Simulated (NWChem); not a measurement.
System: SF₃ cation; SMILES [S+](F)(F)F

```xyz
4

F      0.3041    -1.3136    -0.2764
S      0.0000     0.0000     0.4492
F      0.9856     0.9201    -0.2764
F     -1.2896     0.3935    -0.2764
```
Atoms are numbered in this order, from 1.

Results from NWChem. Coordinates come from a PBE0/def2-SVP optimisation. Vertical excitations in the gas phase; the lowest state need not have the same character in each row.

```json
[
 {"level": "PBE/def2-SVP, full TDDFT", "lowest excitation, singlet (eV)": "8.14", "oscillator strength of that lowest state": "0.030", "lowest triplet (eV)": "6.41", "orbital gap (eV)": "7.22"},
 {"level": "B3LYP/def2-SVP, full TDDFT", "lowest excitation, singlet (eV)": "8.55", "oscillator strength of that lowest state": "0.052", "lowest triplet (eV)": "6.56", "orbital gap (eV)": "9.49"},
 {"level": "BHandHLYP/def2-SVP, full TDDFT", "lowest excitation, singlet (eV)": "9.04", "oscillator strength of that lowest state": "0.085", "lowest triplet (eV)": "6.55", "orbital gap (eV)": "12.90"},
 {"level": "LDA (Slater exchange, VWN5)/def2-SVP, full TDDFT", "lowest excitation, singlet (eV)": "8.14", "oscillator strength of that lowest state": "0.031", "lowest triplet (eV)": "6.59", "orbital gap (eV)": "7.15"}
]
```
